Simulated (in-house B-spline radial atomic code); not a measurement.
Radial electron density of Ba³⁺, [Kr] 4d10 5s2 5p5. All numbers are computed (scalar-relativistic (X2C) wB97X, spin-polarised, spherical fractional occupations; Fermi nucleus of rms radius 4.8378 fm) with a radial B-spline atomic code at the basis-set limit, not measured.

Caution: exact exchange at fractional occupations of open shells leaves self-interaction of up to several eV.

One-electron X2C: radii and densities carry no picture-change correction, so inner-shell <1/r> comes out high (for 1s by about 2 % at Z = 33, 5 % at 54, 10 % at 75, 30 % at 118) and <r> low.

Columns: r (bohr), 4πr²n(r) (electrons per bohr), bar.

```
0.000668    1.932 #
0.000823    2.675 #
 0.00101     3.67 ##
 0.00125    5.078 ##
 0.00154     6.94 ###
 0.00189     9.37 ####
 0.00233    12.63 ######
 0.00288    16.91 ########
 0.00354    22.18 ##########
 0.00436    28.71 #############
 0.00538    36.51 #################
 0.00662    45.17 #####################
 0.00816    54.34 #########################
    0.01    62.79 #############################
  0.0124    69.95 ################################
  0.0153    73.81 ##################################
  0.0188    73.75 ##################################
  0.0231    70.31 ################################
  0.0285    65.61 ##############################
  0.0351    63.65 #############################
  0.0433    68.09 ###############################
  0.0533    79.04 ####################################
  0.0657     91.2 ##########################################
  0.0809    95.66 ############################################
  0.0997    87.88 ########################################
   0.123     74.4 ##################################
   0.151    69.12 ################################
   0.186    76.15 ###################################
    0.23    81.69 ######################################
   0.283    69.12 ################################
   0.348    44.44 ####################
   0.429    28.98 #############
   0.529     30.2 ##############
   0.651     32.9 ###############
   0.802    26.03 ############
   0.988    15.31 #######
    1.22    8.981 ####
     1.5    6.826 ###
    1.85    4.986 ##
    2.28    2.682 #
     2.8   0.9638 
    3.46   0.2003 
    4.26  0.02478 
    5.24 0.001632 
    6.46 4.353e-05
```

On this grid the curve has 4 maxima, near 0.0153, 0.0809, 0.23, 0.651 bohr.

The 5s up radial function P(r) = rR(r), positive near the nucleus:

```tsv
r (bohr)	P
0.000357	0.01738
0.000542	0.0242
0.000823	0.03354
0.00125	0.04615
0.00189	0.06252
0.00288	0.08355
0.00436	0.1077
0.00662	0.1322
0.01	0.1481
0.0153	0.1391
0.0231	0.08356
0.0351	-0.03425
0.0533	-0.1781
0.0809	-0.22
0.123	-0.01398
0.186	0.2962
0.283	0.1968
0.429	-0.3614
0.651	-0.3695
0.988	0.4801
1.5	0.9371
2.28	0.527
3.46	0.1027
5.24	0.005548
```
